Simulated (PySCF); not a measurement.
A structure optimised at PBE-D3(BJ)/def2-SVP, used in a PySCF frequency run:

```
C
C 1 1.3853
N 2 1.3911 1 109.27
C 3 1.2825 2 106.17 1 0.00
N 4 1.3624 3 113.17 2 0.00
H 5 1.0198 4 127.10 3 180.00
H 1 1.0956 2 132.57 3 180.00
H 2 1.0966 1 128.56 7 0.00
```
Charge 0, spin multiplicity 2.

Q: Write its SMILES, formula and point group.

A: [c]1ncc[nH]1, C3H3N2, Cs

Q: What are its rotational constants (standard atomic weights)?

A: 10.658, 9.3766, 4.9882 GHz
